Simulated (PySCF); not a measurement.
Species: [WO3S]2- (charge -2 and singlet state).
Bonds: W1–O2, W1–O3, W1–O4, W1–S5.

Computed, not measured: PBE0-D3(BJ)/def2-SVP geometry optimisation, gas phase, def2 core potentials past Kr in PySCF.

Q: How far are the bound atoms from W1?

A: 4 atoms: O4 1.770 Å, O2 1.770 Å, O3 1.771 Å, S5 2.297 Å.

Q: List the angles at W1.

A: 
| angle | degrees | distance of the outer atoms (Å) |
| --- | --- | --- |
| O3–W1–S5 | 110.7 | 3.36 |
| O2–W1–S5 | 110.4 | 3.35 |
| O4–W1–S5 | 110.4 | 3.35 |
| O2–W1–O4 | 108.5 | 2.87 |
| O2–W1–O3 | 108.4 | 2.87 |
| O3–W1–O4 | 108.4 | 2.87 |

Q: What is the shape at W1?

A: Tetrahedral: angles from 108.4° to 110.7°; τ4 = (360° − α − β)/141° = 0.99 with α and β the two widest (0 for a square, 1 for a tetrahedron).

Q: What are the rotational constants (commonest isotopes, rigid rotor)?

A: A = 3830, B = 2056, C = 2056 MHz: a prolate symmetric top.

Point group: C3v (every atom within 0.08 Å of its image). Charge -2, singlet. Whether so highly charged an anion holds all its electrons in the gas phase wasn't checked; a finite basis holds them in any case. No counter-ion or solvent screens the charge of this multiply charged ion. Not checked by PBE0-D3(BJ)/def2-SVP frequencies.
